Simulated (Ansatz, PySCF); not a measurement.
Species: sum formula SnOBr, charge -1, multiplicity 1. 
Structure (B3LYP-D3(BJ)/def2-TZVP (Ansatz, a first-principles code) minimum search):
```
Sn
O 1 1.8677
Br 1 2.8352 2 107.31
```
Charge -1, spin multiplicity 1.

Total electronic energies in hartree. Valence correlation only, unless marked. No spin-orbit coupling. The frozen core is the preceding noble-gas configuration, with the filled d and f shells of earlier blocks. Past Kr the def2 sets carry scalar-relativistic core potentials. Basis-set limits of correlation are two-point, X^-3; Hartree-Fock from the larger set. [CCSD(T)-MP2]/basis is that difference in the basis named.

The T1 diagnostic of CCSD in the largest basis is 0.026, which is high, so the coupled-cluster rows are less sure than usual.

| level | program | energy (Eh) |
|---|---|---|
| HF/def2-QZVPPD | Ansatz | -2860.80419 |
| SVWN5/def2-TZVPD | PySCF | [?] |
| revPBE-D4/def2-TZVPD | Ansatz + dftd4 | -2863.65960 |
| r2SCAN-D3(BJ)/def2-TZVPD | Ansatz + dftd3 | [?] |
| BHLYP/def2-TZVPD | Ansatz | -2863.71565 |
| MN15-D3(BJ)/def2-TZVPD | PySCF + dftd3 | [?] |
| MP2/def2-SVP | Ansatz | -2860.71206 |
| CCSD(T)/def2-SVPD | Ansatz | -2860.79410 |
| RI-MP2/CBS(def2-TZVPPD,def2-QZVPPD)+[CCSD(T)-MP2]/def2-TZVPPD | Ansatz | -2861.4321 |

Question: Fill in the missing entries.

Answer: 
- SVWN5/def2-TZVPD, energy (Eh): -2859.45268
- r2SCAN-D3(BJ)/def2-TZVPD, energy (Eh): -2863.87445
- MN15-D3(BJ)/def2-TZVPD, energy (Eh): -2863.63663
